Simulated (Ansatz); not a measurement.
Geometry optimisation, RKS PBE0-D4/STO-3G in Ansatz 0.2.0.

Input:

```yaml
crystal:
  periodic: [false, false, false]
  atoms:
    - { symbol: C, position_ang: [1.2652, -0.9, -1.7095] }
    - { symbol: Si, position_ang: [1.2045, -0.6459, 0.1326] }
    - { symbol: B, position_ang: [-0.4969, 0.1789, 0.6814] }
    - { symbol: C, position_ang: [-1.3845, -0.5984, 1.6508] }
    - { symbol: B, position_ang: [-0.8473, 1.7074, 0.1763] }
    - { symbol: O, position_ang: [0.0627, 2.4846, -0.6633] }
    - { symbol: H, position_ang: [2.1846, -1.3522, -2.0263] }
    - { symbol: H, position_ang: [1.1878, 0.1551, -2.2169] }
    - { symbol: H, position_ang: [0.3546, -1.4607, -1.9839] }
    - { symbol: H, position_ang: [2.3354, 0.2146, 0.56] }
    - { symbol: H, position_ang: [1.3356, -1.9615, 0.7898] }
    - { symbol: H, position_ang: [-1.03, -1.6029, 1.9162] }
    - { symbol: H, position_ang: [-1.6475, -0.0092, 2.5784] }
    - { symbol: H, position_ang: [-2.4649, -0.7209, 1.1675] }
    - { symbol: H, position_ang: [-1.8605, 2.1951, 0.558] }
    - { symbol: H, position_ang: [0.64613, 2.93146, -0.03578] }
basis:
  gaussian: { orbitals: STO-3G }
hamiltonian:
  xc: pbe0
  dispersion: d4
relax:
  f_tol: 0.015
  max_steps: 40
```

Command:

```bash
$ ansatz run input.yaml --threads 1 --pin off --max-ram 2048MiB --backend cpu --events-out ev --progress --plain --runs-dir out
```

Where does it end, and by what steps?

The run converged. The force dipped under the threshold on the way, but the program's further checks kept it going. Limits of this set-up: minimal basis. After 28 steps the energy has fallen by 2.225 eV; H15 moved furthest, 1.67 Å.

| step | energy less start (eV) | largest force component (eV/Å) | accepted |
| --- | --- | --- | --- |
| 0 | 0.0000 | 3.736 | yes |
| 1 | -0.5983 | 1.830 | yes |
| 2 | -0.6370 | 1.550 | yes |
| 3 | -0.9385 | 1.938 | yes |
| 4 | -1.3773 | 3.042 | yes |
| 5 | -1.7093 | 2.303 | yes |
| 6 | -1.8857 | 2.632 | yes |
| 7 | -2.0930 | 0.620 | yes |
| 8 | -2.1379 | 0.246 | yes |
| 9 | -2.1600 | 0.438 | yes |
| 10 | -2.1693 | 0.635 | yes |
| 11 | -2.2061 | 0.124 | yes |
| 12 | -2.2142 | 0.157 | yes |
| 13 | -2.2198 | 0.181 | yes |
| 14 | -2.2226 | 0.082 | yes |
| 15 | -2.2234 | 0.021 | yes |
| 16 | -2.2236 | 0.018 | yes |
| 17 | -2.2238 | 0.036 | yes |
| 18 | -2.2239 | 0.036 | yes |
| 19 | -2.2241 | 0.015 | yes |
| 20 | -2.2242 | 0.013 | yes |
| 21 | -2.2244 | 0.032 | yes |
| 22 | -2.2245 | 0.026 | yes |
| 23 | -2.2248 | 0.022 | yes |
| 24 | -2.2249 | 0.026 | yes |
| 25 | -2.2249 | 0.050 | no |
| 26 | -2.2250 | 0.026 | yes |
| 27 | -2.2251 | 0.022 | yes |
| 28 | -2.2252 | 0.013 | yes |

```xyz
16
Properties=species:S:1:pos:R:3
C 1.305 -0.726 -1.865
Si 1.027 -0.927 -0.024
B -0.435 0.183 0.697
C -1.183 -0.305 1.995
B -0.904 1.549 -0.109
O -0.430 2.817 0.026
H 2.155 -1.324 -2.207
H 1.507 0.318 -2.126
H 0.428 -1.043 -2.438
H 2.242 -0.528 0.659
H 0.833 -2.330 0.268
H -0.595 -0.967 2.643
H -1.607 0.501 2.606
H -2.040 -0.904 1.639
H -1.740 1.453 -0.938
H 0.280 2.847 0.749
```

Whether the end is a true minimum wasn't checked by a vibrational analysis.

Time of the run: 2.1 min on 1 thread of AMD EPYC 7R43 64-Core Processor (Zen 3), on a shared host, peak memory 0.17 GiB.
